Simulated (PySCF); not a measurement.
Stationary points of [NbCl4]+

Level of theory: B3LYP in PySCF with Nb def2-SVP with ECP28, Cl def2-SVP; scalar-relativistic core potentials, no spin–orbit coupling; density-fitted integrals.

Relaxations began from a few typed shapes. The search is not exhaustive: other isomers or separated fragments can lie lower, and high-lying points may rest on an excited occupation.

```csv
spin,group,bonds,angles,imaginary modes (cm⁻¹),ΔE (kJ/mol),ΔE with ZPE (kJ/mol)
singlet,Td,Nb–Cl 2.220 Å (×4),Cl–Nb–Cl 109.5° (×6),none,0.0,0.0
singlet,D4h,Nb–Cl 2.285 Å (×4),"Cl–Nb–Cl 90.0° (×4), Cl–Nb–Cl 180.0° (×2)","141i, 88i",297.5,–
```

The lowest minimum found is the singlet Td: Nb–Cl 2.220 Å (×4); Cl–Nb–Cl 109.5° (×6).

Formally Nb is in oxidation state +5, d0. The polar-tensor charge on Nb, 2.17, is far below the formal one.

For the lowest minimum: stability towards spin polarisation was not tested.
